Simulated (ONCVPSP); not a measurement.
# Which change was made? (Ce, ONCV)

Ce, optimised norm-conserving Vanderbilt (ONCV), made with ONCVPSP 4.0.1 (LDA (Perdew-Wang 92), scalar-relativistic). Core [Kr] 4d10, reference 4f1 5s2 5p6 5d1 6s1 (charge +1). Waves: 5s+6s: rc 2.60 bohr, ncon 3, nbas 6, qcut 4.5 1/bohr, 2 projectors; 5p: rc 2.75 bohr, ncon 3, nbas 8, qcut 5.7 1/bohr, 1 projector; 5d: rc 2.80 bohr, ncon 4, nbas 9, qcut 2.9 1/bohr, 2 projectors, debl 3.7 Ha; 4f: rc 0.90 bohr, ncon 4, nbas 8, qcut 12.3 1/bohr, 2 projectors, debl 3.7 Ha. Local part: polynomial inside 0.70 bohr (lpopt 5, dvloc0 0 Ha). Core correction: Teter function, fcfact 4.25, rcfact 1.3.

Cutoffs, loose and tight: the cutoffs (Ha) at which the residual kinetic energy of the hardest occupied pseudo-wave falls to 1 and 0.1 mHa per electron. They do not see the model core or the augmentation charge, which bear on the density cutoff. Test errors are all-electron minus pseudo excitation energies from the reference, over the configurations 4f1 5s2 5p6 5d1 6s2; 4f1 5s2 5p6 5d1 6s0; 4f1 5s2 5p6 5d0 6s0; 4f0 5s2 5p6 5d1 6s2; variants that change the core or the reference have their own tests.

The base gives: outcome: generated; cutoff, loose: 325 Ha; cutoff, tight: 420 Ha; bound ghosts: s, p, d; GHOST(+) flags above zero: s; largest test error (meV): +302.

Problem. After one change the result is: outcome: generated; cutoff, loose: 425 Ha; cutoff, tight: 553 Ha; bound ghosts: s, p, d; GHOST(+) flags above zero: s; largest test error (meV): +278. Which change was it?
A. f: rc 1.2
B. f: rc 0.8
C. f: rc 0.62; local potential polynomial inside 0.62 bohr (lpopt 5, dvloc0 0 Ha)
D. f: rc 1.04

Solution. B. The others give: f: rc 1.04 → outcome: generated; cutoff, loose: 216 Ha; cutoff, tight: 260 Ha; bound ghosts: s, p, d; GHOST(+) flags above zero: s; largest test error (meV): +348 | f: rc 1.2 → outcome: generated; cutoff, loose: 72 Ha; cutoff, tight: 162 Ha; bound ghosts: s, p, d; GHOST(+) flags above zero: s; largest test error (meV): +411 | f: rc 0.62; local potential polynomial inside 0.62 bohr (lpopt 5, dvloc0 0 Ha) → outcome: failed: ERROR pspot: first pseudo wave function has node, program will stop.
